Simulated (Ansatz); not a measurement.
Geometry optimisation, RKS PBE-D4/def2-SVP in Ansatz 0.2.0.

Input file:

```yaml
crystal:
  periodic: [false, false, false]
  atoms:
    - { symbol: C, position_ang: [-0.7193, -1.8605, -0.4213] }
    - { symbol: O, position_ang: [-0.2222, -0.8389, -1.284] }
    - { symbol: B, position_ang: [0.6542, 0.028, -0.5145] }
    - { symbol: "N", position_ang: [2.1988, -0.4036, -0.2723] }
    - { symbol: "N", position_ang: [0.2634, 1.4382, -0.1254] }
    - { symbol: C, position_ang: [-0.8624, 1.4345, 0.8262] }
    - { symbol: F, position_ang: [-1.1053, 2.7093, 1.2534] }
    - { symbol: H, position_ang: [-1.4058, -2.4412, -1.0396] }
    - { symbol: H, position_ang: [-1.3765, -1.3513, 0.4232] }
    - { symbol: H, position_ang: [0.0239, -2.4768, 0.0147] }
    - { symbol: H, position_ang: [2.7318, 0.3006, -0.6944] }
    - { symbol: H, position_ang: [2.3148, -0.3605, 0.7776] }
    - { symbol: H, position_ang: [-0.1018, 1.955, -0.9962] }
    - { symbol: H, position_ang: [-1.8008, 1.0247, 0.3549] }
    - { symbol: H, position_ang: [-0.6147, 0.7916, 1.7271] }
basis:
  gaussian: { orbitals: def2-SVP }
hamiltonian:
  xc: pbe
  dispersion: d4
relax:
  f_tol: 0.015
  max_steps: 40
```

Launched with:

```bash
$ ansatz run input.yaml --threads 2 --pin off --max-ram 3072MiB --backend cpu --events-out ev --progress --plain --runs-dir out
```

**Question.** Where does it end, and by what steps?

**Answer.** It converged. After 23 steps the energy has fallen by 2.865 eV; H14 moved furthest, 2.22 Å.

```csv
step,energy less start (eV),largest force component (eV/Å),accepted
0,0.0000,4.685,yes
1,-0.6652,2.172,yes
2,-0.9630,0.987,yes
3,-1.1594,0.876,yes
4,-1.3380,1.233,yes
5,-1.5317,1.079,yes
6,-1.7229,1.041,yes
7,-1.9291,0.945,yes
8,-2.1100,1.434,yes
9,-2.2877,1.155,yes
10,-2.4650,0.597,yes
11,-2.5813,0.462,yes
12,-2.6586,0.710,yes
13,-2.7487,0.446,yes
14,-2.7964,0.183,yes
15,-2.8279,0.130,yes
16,-2.8402,0.298,yes
17,-2.8516,0.146,yes
18,-2.8575,0.177,yes
19,-2.8606,0.226,yes
20,-2.8637,0.061,yes
21,-2.8648,0.032,yes
22,-2.8653,0.030,yes
23,-2.8654,0.009,yes
```

```xyz
15
Properties=species:S:1:pos:R:3
C -0.204 -2.354 -0.986
O -0.812 -1.104 -0.768
B -0.160 -0.108 -0.060
N 1.091 -0.287 0.596
N -0.837 1.171 0.008
C -0.355 2.249 0.770
F 0.847 2.808 0.256
H -0.802 -2.917 -1.732
H -0.163 -2.969 -0.056
H 0.835 -2.259 -1.379
H 1.668 0.515 0.843
H 1.579 -1.178 0.650
H -1.509 1.391 -0.728
H -1.098 3.074 0.815
H -0.102 1.914 1.800
```

The run took 46 s on 2 threads of Intel(R) Xeon(R) Platinum 8559C (Emerald Rapids), with other jobs on the host, peak memory 0.21 GiB.
